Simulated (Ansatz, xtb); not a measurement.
**Two isomers of C4H5Cl2F**

We compare a, `C/C(=C\F)C(Cl)Cl`, a singlet, with b, `C[C@](F)(Cl)/C=C/Cl`, a singlet. Both are isolated molecules in the gas phase, relaxed with B3LYP/def2-SVP; each stands in its lowest conformer found.

Q: Estimate which is lower in electronic energy at CCSD(T)/def2-SVP + ΔMP2/def2-TZVPP, and by roughly how much.

A: The CCSD(T)/def2-SVP + ΔMP2/def2-TZVPP calculation puts structure b lower, by 4.3 kcal/mol.

How the difference moves with the method:

| level | geometry | E(b) − E(a) (kcal/mol) | departure from the last row (kcal/mol) | job, with rough time for the two |
| --- | --- | --- | --- | --- |
| GFN2-xTB | GFN2-xTB | −3.5 | +0.8 | optimisation, 0.16 s |
| HF/STO-3G | GFN2-xTB | −1.6 | +2.7 | single point, 0.38 s |
| r2SCAN-D4/def2-SVP | GFN2-xTB | −4.2 | +0.1 | single point, 3.6 s |
| B3LYP/def2-SVP | B3LYP/def2-SVP | −4.3 | 0.0 | optimisation, 33 s |
| HF/def2-SVP | B3LYP/def2-SVP | −5.7 | −1.4 | part of the CCSD(T) run |
| MP2/def2-SVP | B3LYP/def2-SVP | −4.5 | −0.2 | part of the CCSD(T) run |
| CCSD(T)/def2-SVP | B3LYP/def2-SVP | −5.0 | −0.7 | single point |
| CCSD(T)/def2-SVP + ΔMP2/def2-TZVPP | B3LYP/def2-SVP | −4.3 |  | single point, 50 s |

As drawn, both hold the same kinds of bond in the same numbers.

The levels shown agree on the order. The largest departure from CCSD(T)/def2-SVP + ΔMP2/def2-TZVPP is that of HF/STO-3G, 2.7 kcal/mol. The last row adds to CCSD(T) the change of the MP2 difference between the two basis sets, here +0.7 kcal/mol.

With thermal terms from frequencies at re-optimised GFN2-xTB minima (ideal gas, soft modes damped towards free rotors, one conformer each, 298.15 K, 1 atm): the zero-point term adds −0.2 kcal/mol; ΔH is −4.6 and ΔG −4.5 kcal/mol.

The correlated steps freeze 15 core orbitals. Mirror images aren't counted in ΔG. Run with Ansatz 0.2.0, xtb 6.7.1; the last row on 4 threads of Arm Neoverse V1 on a shared host.
